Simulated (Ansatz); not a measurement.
Computed with r2SCAN-D4/def2-SVP in Ansatz (a first-principles code). No frequencies were computed at this level.

Ansatz 0.2 input:
```yaml
crystal:
  periodic: [false, false, false]
  atoms:
    - { symbol: Hf, position_ang: [0.00001, -0.000006, 0.000008] }
    - { symbol: H, position_ang: [1.132436, -0.233289, 1.461535] }
    - { symbol: H, position_ang: [1.017347, 0.196533, -1.548975] }
    - { symbol: H, position_ang: [-1.109345, -1.487752, -0.170001] }
    - { symbol: H, position_ang: [-1.040453, 1.524517, 0.25743] }
basis:
  gaussian: { orbitals: def2-svp }
hamiltonian:
  xc: r2scan
  dispersion: d4
relax:
  max_steps: 150
```

Output:

```
Functional definition: r2SCAN
546 factors; their error is unknown
mean field evaluation 1: about -1368.3988 eV, gradient 1.5e1 eV
mean field evaluation 2: about -1368.2104 eV, gradient 1.7e1 eV
mean field evaluation 4: about -1369.3391 eV, gradient 4.9e-2 eV
mean field evaluation 8: about -1369.2723 eV, gradient 3.7e-3 eV
mean field -1369.27226541 eV, -50.3198276277 hartree, gradient 5.0e-5 eV, S^2 0.000000; 0 other end points of the search recorded, 0 dependent functions left out
reference -1369.27228724 eV, -50.3198284301 hartree; 8, 8 occupied and 44, 44 virtual orbitals, 546 factors
relax step   1: F+E_penalty+E_count = -1369.28932785 eV  Δ(F+E_penalty+E_count) = +0.000e0 eV  max|allowed force component| = 1.601e-1 eV/Å  Δτ_max = 0.0000 Å  (24 SCF iters, accepted)
these checks for a lower state are left out or cut short: starts, cluster_reference, orbital_swaps, neighbouring_geometries, increment
546 factors; their error is unknown
mean field evaluation 16: about -1369.3222 eV, gradient 1.6e-1 eV
mean field -1369.25701266 eV, -50.3192670994 hartree, gradient 5.9e-6 eV, S^2 0.000000; 0 other end points of the search recorded, 0 dependent functions left out
reference -1369.25703434 eV, -50.3192678963 hartree; 8, 8 occupied and 44, 44 virtual orbitals, 546 factors
relax step   2: F+E_penalty+E_count = -1369.27459162 eV  Δ(F+E_penalty+E_count) = +1.474e-2 eV  max|allowed force component| = 3.048e-1 eV/Å  Δτ_max = 0.0461 Å  (25 SCF iters, rejected (line search))
these checks for a lower state are left out or cut short: starts, cluster_reference, orbital_swaps, neighbouring_geometries, increment
546 factors; their error is unknown
mean field -1369.27851461 eV, -50.3200572817 hartree, gradient 2.1e-6 eV, S^2 0.000000; 0 other end points of the search recorded, 0 dependent functions left out
reference -1369.27853639 eV, -50.3200580819 hartree; 8, 8 occupied and 44, 44 virtual orbitals, 546 factors
relax step   3: F+E_penalty+E_count = -1369.29576831 eV  Δ(F+E_penalty+E_count) = -6.440e-3 eV  max|allowed force component| = 1.244e-2 eV/Å  Δτ_max = 0.0179 Å  (26 SCF iters, accepted)
these checks for a lower state are left out or cut short: starts, cluster_reference, orbital_swaps, neighbouring_geometries, increment
546 factors; their error is unknown
mean field evaluation 32: about -1369.3448 eV, gradient 5.7e-4 eV
mean field -1369.27856583 eV, -50.3200591638 hartree, gradient 2.4e-5 eV, S^2 0.000000; 0 other end points of the search recorded, 0 dependent functions left out
reference -1369.27858761 eV, -50.3200599642 hartree; 8, 8 occupied and 44, 44 virtual orbitals, 546 factors
relax step   4: F+E_penalty+E_count = -1369.29580592 eV  Δ(F+E_penalty+E_count) = -3.762e-5 eV  max|allowed force component| = 2.106e-4 eV/Å  Δτ_max = 0.0012 Å  (27 SCF iters, accepted)
546 factors; their error is unknown
mean field -1369.27856583 eV, -50.3200591638 hartree, gradient 2.4e-5 eV, S^2 0.000000; 1 other end points of the search recorded, 0 dependent functions left out
reference -1369.27858761 eV, -50.3200599642 hartree; 8, 8 occupied and 44, 44 virtual orbitals, 546 factors
Total energy: -1369.29582770 eV, -50.3206935260 hartree
Atom 0 at    -0.000008     0.000005    -0.000006 Å, force     0.000059    -0.000037     0.000047 eV/Å
Atom 1 at     1.122293    -0.231198     1.448446 Å, force     0.000137    -0.000028     0.000176 eV/Å
Atom 2 at     1.008243     0.194763    -1.535102 Å, force     0.000121     0.000042    -0.000211 eV/Å
Atom 3 at    -1.099402    -1.474437    -0.168479 Å, force    -0.000163    -0.000183    -0.000026 eV/Å
Atom 4 at    -1.031130     1.510869     0.255138 Å, force    -0.000154     0.000206     0.000014 eV/Å
Dipole moment:    -0.000010     0.000006    -0.000008 e Å
```

Cost: roughly 5 core-seconds.
